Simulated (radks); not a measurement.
Problem. These are the eigenvalues of the occupied orbitals of an atom or ion with whole-number occupations (eV). All-electron calculation, scalar-relativistic Kohn-Sham, MS2 meta-GGA, spin-polarised, spherical densities, finite nucleus; meta-GGA in the generalised Kohn-Sham scheme; Fermi nuclear charge, rms radius of each element as measured or else 0.836 A^(1/3) + 0.57 fm. Program: a radial shooting solver on a logarithmic mesh with Libxc functionals.

1s up: -78472.53
1s down: -78472.52
2s up: -13812.99
2s down: -13812.89
2p up: -11969.74
2p down: -11969.65
3s down: -3265.940
3s up: -3265.937
3p up: -2727.425
3p down: -2727.402
3d up: -2144.036
3d down: -2143.943
4s up: -721.3808
4s down: -721.1967
4p up: -544.4177
4p down: -544.2572
4d up: -329.2828
4d down: -329.1120
5s up: -123.5770
5s down: -122.3329
4f up: -91.1325
4f down: -90.9092
5p up: -77.8614
5p down: -76.3534
5d up: -26.5480
5d down: -25.0639

Which element is it, and in what charge state? The configuration may be excited. Open shells, if any, are filled with parallel spins first.

Solution. Z = 78, platinum, charge +2: Pt2+ in [Xe] 4f14 5d8. The list shows which subshells hold electrons but not how many an open one holds; the 1s level, -2883.8 hartree, gives Z - s = 75.9 by -(Z - s)^2/2, which with screening and relativity narrows Z to a few neighbours, and the depths of the outer levels then fix element, charge and occupations together.
